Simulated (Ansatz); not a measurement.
`[AlH2][Se][SiH3]` + `[OH][Ga]([OH])[SH]` → `[OH][Ga]([SH])[O][SiH3]` + `[AlH2][SeH]`  (ligand exchange at the Si–Se bond)

Isolated molecules relaxed with PBE0-D4/def2-TZVP in Ansatz; ΔE leaves out vibrations. CCSD(T)/CBS is the MP2 limit (def2-TZVPP, def2-QZVPP) plus CCSD(T) − MP2 in def2-TZVPP, frozen cores. DFT in def2-TZVPP. B3LYP here is the variant with VWN-RPA as its local correlation; programs differ in this. For Ga, Se outer-core shells are correlated without core-valence functions, which leaves a few kJ/mol of doubt a bond. Scalar relativity is left out up to krypton. One conformer a species, not always the lowest.

`[AlH2][Se][SiH3]`:

```xyz
8

Al    1.447   -1.079    0.629
Se    0.434   -0.667   -1.407
Si   -1.100    0.802   -0.565
H     0.888   -0.334    1.909
H     2.658   -2.092    0.650
H    -1.928    1.248   -1.712
H    -0.432    1.975    0.051
H    -1.966    0.146    0.446
```

`[OH][Ga]([OH])[SH]`:

Z-matrix (Å, degrees):
```
Ga
O 1 1.775
S 1 2.185 2 119.2
O 1 1.779 2 116.7 3 180.0
H 2 0.960 1 112.7 3 180.0
H 3 1.345 1 91.9 2 -0.0
H 4 0.959 1 114.9 2 180.0
```

`[OH][Ga]([SH])[O][SiH3]`:

Z-matrix (Å, degrees):
```
Si
O 1 1.632
H 1 1.486 2 110.1
H 1 1.495 2 110.7 3 -119.8
H 1 1.486 2 110.1 3 120.5
Ga 2 1.779 1 136.6 3 119.6
S 6 2.172 2 119.3 1 -179.9
O 6 1.774 2 119.8 1 0.1
H 7 1.345 6 91.6 2 0.0
H 8 0.961 6 113.3 2 -0.0
```

`[AlH2][SeH]`:

Z-matrix (Å, degrees):
```
Al
Se 1 2.314
H 1 1.579 2 116.3
H 1 1.580 2 119.2 3 180.0
H 2 1.469 1 92.2 3 179.9
```

```csv
level,ΔE (kJ/mol),difference from CCSD(T)/CBS
PBE-D4,-21.1,13.1
r2SCAN-D4,-32.7,1.5
PBE0-D4,-25.1,9.1
B3LYP-D4,-39.6,-5.4
ωB97X-V,-36.6,-2.4
ωB97M-V,-35.6,-1.4
B2PLYP,-40.7,-6.5
PBE,-21.7,12.5
r2SCAN,-32.5,1.7
PBE0,-25.5,8.7
B3LYP,-41.0,-6.8
HF/def2-TZVPP,-56.0,-21.8
MP2/def2-TZVPP,-35.2,-1.0
SCS-MP2/def2-TZVPP,-41.9,-7.7
CCSD/def2-TZVPP,-42.5,-8.3
CCSD(T)/def2-TZVPP,-39.6,-5.4
HF/def2-QZVPP,-57.8,-23.6
MP2/def2-QZVPP,-32.7,1.5
SCS-MP2/def2-QZVPP,-39.6,-5.4
HF/CBS(def2),-58.0,-23.8
MP2/CBS(def2),-29.8,4.4
CCSD/CBS(def2),-37.1,-2.9
CCSD(T)/CBS,-34.2,0
```

Largest T1 diagnostic among the species: 0.014.

In def2-TZVPP, CCSD(T) changes the Hartree–Fock value by +16.4 kJ/mol (the triples alone add +2.9 kJ/mol) and MP2 by +20.8 kJ/mol. From PBE to PBE0 (25 % exact exchange), in def2-TZVPP and without D4, ΔE moves by −3.7 kJ/mol.
